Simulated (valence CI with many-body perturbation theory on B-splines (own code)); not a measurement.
**Sn26+: E2, M1 decay**

Level of theory: configuration interaction combined with many-body perturbation theory (CI+MBPT): six valence electrons over a frozen Dirac-Fock core [Ar], a basis of 7 s, 7 p, 8 d, 6 f, 4 g, 1 h functions for each j, with the one-electron correlation potential Σ1 (screened to all orders), the two-electron term Σ2, the three-electron term Σ3, Breit, model QED; selected single and double excitations, second order for the rest, scaled by the run's own slope (own B-spline code, finite nucleus).

No measured spectrum was set against this ion. As an estimate, large intervals hold to a few tenths of a per cent, small ones and those within an open d or f shell to about a per cent. Core correlation moves these levels by up to 10000 cm⁻¹, and in measured spectra 5 to 20 % of such shifts remained as error; rates that hang on mixing are uncertain with them. Among the levels kept, up to 960 cm⁻¹ of a level comes from second order outside the variational space, and about a tenth of that is noise between levels of different J, which matters for small intervals. Only levels of the ground parity were solved; by the run's estimate the other parity begins above the list, which can be wrong where configurations are misplaced.

Lines 1 to 50 of 120 in falling wavelength, among levels below 548720 cm⁻¹, chosen from the decays that carry over 1 % of a level's rate. Wavelengths and rates use the calculated energies. Electric multipoles are in the length gauge, E1 and E2 with the static RPA response of the core. S is in atomic units (e²a₀⁴ for E2 and M2, e²a₀⁶ for E3), for M1 in squared Bohr magnetons. Weak lines are less certain than strong ones. Lines between different terms over intervals too small for the method are left out, as are lines whose strength nearly cancels.

Names give the largest LS component (configuration and term), which can be under half, so a name can repeat, a term be missing and a line seem to break the LS rules; names also repeat where a configuration has a term twice. Letters in brackets count levels of one name in rising energy.

```csv
λ vac (nm),Upper,Lower,Type,A (s⁻¹),S (a.u.)
589.5,3d⁶ ⁵D_3,3d⁶ ⁵D_2 [a],M1,1.09e+02,5.79e+00
510.0,3d⁶ ³H_5,3d⁶ ³H_4 [b],M1,1.06e+02,5.74e+00
387.3,3d⁶ ³H_6,3d⁶ ³H_4 [a],E2,4.43e-05,4.48e-04
383.9,3d⁶ ³G_3,3d⁶ ³G_4,M1,3.09e+02,4.54e+00
381.6,3d⁶ ³G_5,3d⁶ ³H_4 [a],M1,1.99e+02,4.50e+00
344.8,3d⁶ ³P_0 [a],3d⁶ ³D_1,M1,2.43e+02,3.69e-01
309.7,3d⁶ ⁵D_0,3d⁶ ⁵D_2 [a],E2,7.89e-03,2.01e-03
303.3,3d⁶ ⁵D_2 [a],3d⁶ ⁵D_4,E2,2.83e-03,3.25e-03
299.8,3d⁶ ³H_4 [b],3d⁶ ³F_3 [a],M1,2.83e+02,2.54e+00
284.6,3d⁶ ⁵D_1,3d⁶ ⁵D_2 [a],M1,2.37e+03,6.08e+00
251.1,3d⁶ ³H_4 [a],3d⁶ ⁵D_3,M1,1.31e+02,6.91e-01
241.6,3d⁶ ³D_1,3d⁶ ³F_2 [a],M1,2.72e+02,4.27e-01
237.4,3d⁶ ¹F_3,3d⁶ ³G_4,M1,3.30e+02,1.15e+00
229.6,3d⁶ ³D_2,3d⁶ ³F_2 [a],M1,3.38e+02,7.59e-01
210.3,3d⁶ ³D_2,3d⁶ ³F_3 [a],M1,8.19e+02,1.41e+00
203.3,3d⁶ ³F_3 [a],3d⁶ ³H_4 [a],M1,1.25e+03,2.71e+00
200.3,3d⁶ ⁵D_3,3d⁶ ⁵D_4,M1,3.69e+03,7.68e+00
197.5,3d⁶ ¹G_4 [a],3d⁶ ³D_3,M1,1.77e+02,4.54e-01
194.2,3d⁶ ³P_1 [a],3d⁶ ³D_2,M1,2.08e+03,1.69e+00
190.2,3d⁶ ¹D_2 [a],3d⁶ ³D_3,M1,5.96e+02,7.60e-01
189.6,3d⁶ ³D_1,3d⁶ ⁵D_2 [b],M1,2.14e+03,1.62e+00
186.4,3d⁶ ³P_1 [a],3d⁶ ³D_1,M1,1.31e+03,9.40e-01
182.5,3d⁶ ¹F_3,3d⁶ ³H_4 [b],M1,1.27e+02,2.00e-01
177.5,3d⁶ ³H_4 [b],3d⁶ ³G_5,M1,4.93e+02,9.19e-01
168.1,3d⁶ ³D_3,3d⁶ ³F_2 [a],M1,1.76e+02,2.17e-01
163.5,3d⁶ ¹G_4 [a],3d⁶ ³H_5,M1,4.15e+02,6.05e-01
157.5,3d⁶ ³D_3,3d⁶ ³F_3 [a],M1,3.50e+02,3.55e-01
157.4,3d⁶ ⁵D_2 [b],3d⁶ ⁵D_1,M1,3.40e+03,2.46e+00
154.8,3d⁶ ³P_1 [a],3d⁶ ¹S_0 [a],M1,1.18e+03,4.86e-01
152.8,3d⁶ ³P_1 [b],3d⁶ ³P_0 [a],M1,2.57e+03,1.02e+00
146.9,3d⁶ ³G_3,3d⁶ ³F_2 [a],M1,1.20e+03,9.86e-01
146.9,3d⁶ ¹G_4 [a],3d⁶ ³G_4,M1,8.52e+02,9.01e-01
146.0,3d⁶ ¹D_2 [a],3d⁶ ³D_2,M1,2.69e+02,1.55e-01
144.9,3d⁶ ³G_4,3d⁶ ³G_5,M1,3.31e+03,3.36e+00
141.5,3d⁶ ¹D_2 [a],3d⁶ ³D_1,M1,8.94e+02,4.70e-01
141.2,3d⁶ ³D_3,3d⁶ ⁵D_2 [b],M1,3.11e+03,2.27e+00
138.7,3d⁶ ³G_3,3d⁶ ³F_3 [a],M1,3.42e+03,2.37e+00
134.6,3d⁶ ³F_4,3d⁶ ¹F_3,M1,1.23e+03,9.97e-01
133.6,3d⁶ ³F_2 [a],3d⁶ ⁵D_1,M1,2.08e+02,9.18e-02
131.7,3d⁶ ³H_5,3d⁶ ³G_5,M1,2.46e+03,2.29e+00
131.0,3d⁶ ³H_5,3d⁶ ³H_6,M1,4.94e+03,4.53e+00
129.7,3d⁶ ³F_2 [b],3d⁶ ¹F_3,M1,5.26e+03,2.13e+00
125.9,3d⁶ ³G_3,3d⁶ ⁵D_2 [b],M1,4.32e+02,2.24e-01
123.8,3d⁶ ¹G_4 [a],3d⁶ ³H_4 [b],M1,2.87e+03,1.82e+00
122.4,3d⁶ ⁵D_2 [b],3d⁶ ⁵D_3,M1,1.09e+04,3.71e+00
121.1,3d⁶ ³H_4 [b],3d⁶ ³H_4 [a],M1,9.55e+03,5.66e+00
118.8,3d⁶ ¹F_3,3d⁶ ³F_2 [a],M1,4.78e+02,2.08e-01
113.4,3d⁶ ¹F_3,3d⁶ ³F_3 [a],M1,6.46e+02,2.45e-01
112.3,3d⁶ ³F_3 [a],3d⁶ ⁵D_3,M1,2.13e+03,7.82e-01
111.4,3d⁶ ³H_4 [a],3d⁶ ⁵D_4,M1,7.80e+03,3.60e+00
```
